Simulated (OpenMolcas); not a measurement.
# Computed levels of Hf2+

| Item | Value |
| --- | --- |
| Program | OpenMolcas |
| Method | SS-CASPT2, IPEA 0.25 Eh, imaginary shift 0.1 Eh (closed shells correlated: 5s 5p) |
| Basis | ANO-RCC-VTZP [8s7p5d3f2g1h] |
| Scalar Hamiltonian | DKH2, point nucleus |
| Active space | 2 electrons in 5 orbitals (5d) |
| State averaging | 2S+1 = 3 even, 10 roots; 2S+1 = 1 even, 15 roots |
| Spin-orbit coupling | state interaction with AMFI integrals over the reference wave functions, term energies averaged over their components |

Spin-free terms above the lowest, with the occupations of the reference:

```csv
Configuration,Term,E (cm-1),Occupations
5d2,3F,0.0,5d 2.00
5d2,1D,4630,5d 2.00
5d2,3P,8290,5d 2.00
5d2,1G,10830,5d 2.00
5d2,1S,22010,5d 2.00
```

With spin-orbit coupling, above the lowest level:

```
Configuration  Term  J  E (cm-1)      g  Term weight %  Second
          5d2    3F  2       0.0  0.697             91    9 1D
          5d2    3F  3      3250  1.084            100        
          5d2    3F  4      6250  1.242             97    3 1G
          5d2    1D  2      8390  1.063             74   18 3P
          5d2    3P  0      9730                    94    6 1S
          5d2    3P  1     11540  1.501            100        
          5d2    3P  2     14290  1.408             82   18 1D
          5d2    1G  4     15220  1.009             97    3 3F
          5d2    1S  0     27070                    94    6 3P
```

Spin-orbit coupling puts the lowest level 4079 cm-1 below the lowest spin-free term.

For 3F the intervals divided by the larger J are 1084.4, 748.7 cm-1. Landé's interval rule makes them equal in pure LS coupling; they differ by 37 % of their mean. The multiplet is regular.

CASPT2 breaks the degeneracy within a term, and the mean is taken; among the terms shown or strongly mixed into the levels shown the widest spread is 430 cm-1 (5d2 1G). Configurations with an s electron lie low in 5d ions of this charge, fall among these levels and mix in, so low-spin terms can stand far too high, up to twice their true height, and weights are not those of the real levels. Levels of configurations outside the active space are missing.

The term weight is that of the spin-free term in the level, not the purity of its configuration.
